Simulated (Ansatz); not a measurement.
Total energies of ClH3InN (`[NH2][InH][Cl]`).

```tsv
atom	x (Å)	y (Å)	z (Å)
N1	-1.156	-0.035	0.069
In2	0.831	-0.169	0.188
Cl3	1.765	0.386	-1.884
H4	-1.729	0.040	0.894
H5	-1.558	0.480	-0.698
H6	1.848	-0.702	1.432
```

Total charge 0; spin multiplicity 1. Correlated methods include outer-core shells of In, which these sets cover unevenly. In takes the def2 core potential. The structure was optimised at the PBE0-D4/def2-TZVP level. It is one conformer, not always the lowest. Basis def2-TZVPP, the Gaussian-basis code of Ansatz.

RPA on PBE orbitals: Hartree–Fock energy of these orbitals -704.95349 Eh, correlation -1.07104 Eh (frozen core).

```
             functional  energy without D4 (Eh)  D4 term (kJ/mol)
            LDA (SPW92)              -704.70967                 –
                    PBE              -706.72580             -10.3
                 revPBE              -706.93063             -25.5
                   BLYP              -706.91456             -21.8
                 r2SCAN              -706.99302              -2.4
                 B97M-V              -706.85779                 –
                   PBE0              -706.76588              -8.8
                  B3LYP              -707.06838             -16.9
                r2SCANh              -706.97441              -2.6
                r2SCAN0              -706.94758              -2.9
HSE06 (plane-wave form)              -706.75381              -8.4
                  BHLYP              -706.86962             -15.4
              CAM-B3LYP              -706.95182              -9.2
                LC-ωPBE              -706.85778                 –
                ωB97X-V              -706.87664                 –
                ωB97M-V              -706.88276                 –
                 B2PLYP              -706.59499                 –
               PBE-QIDH              -706.47216                 –
```

B3LYP takes the VWN-RPA correlation (the form of Gaussian; ORCA's B3LYP/G). HSE06 is the plane-wave form, built on full-range PBE exchange. The double hybrids freeze the cores in their second-order part.

LC-ωPBE has ω = 0.4 bohr⁻¹.
